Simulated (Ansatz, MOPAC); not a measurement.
Molecule: C$_{3}$HO, charge -1, multiplicity 1. SMILES: O=[C-]C#C

Atoms: C1, C2, C3, O4, H5. Bonds: C1-C2, C1-H5, C2-C3, C3-O4.

Bond lengths (Å) and angles (degrees) optimised at AM1 with MOPAC; B3LYP/6-31G* with Ansatz (an electronic-structure program); MP2/6-31G* with Ansatz, each started from the B3LYP-D3(BJ)/def2-TZVP structure (Ansatz) of the last column. A row stands for all coordinates that are equal there. 6-31G* holds six Cartesian d functions. No wavenumbers were computed at MP2/6-31G*, so these may be saddle points.

| coordinate | AM1 | B3LYP/6-31G* | MP2/6-31G* | B3LYP-D3(BJ)/def2-TZVP |
|---|---|---|---|---|
| C1-C2 | 1.212 | 1.354 | 1.361 | 1.345 |
| C1-H5 | 1.054 | 1.130 | 1.126 | 1.117 |
| C2-C3 | 1.441 | 1.284 | 1.299 | 1.272 |
| C3-O4 | 1.237 | 1.223 | 1.227 | 1.212 |
| C1-C2-C3 | 160.1 | 160.5 | 152.4 | 164.6 |
| C2-C3-O4 | 123.9 | 168.0 | 164.6 | 172.3 |
| C2-C1-H5 | 178.4 | 108.1 | 107.1 | 109.3 |

Mean signed difference of all 4 bond lengths from B3LYP-D3(BJ)/def2-TZVP: AM1 -0.001 Å, B3LYP/6-31G* 0.011 Å, MP2/6-31G* 0.017 Å.
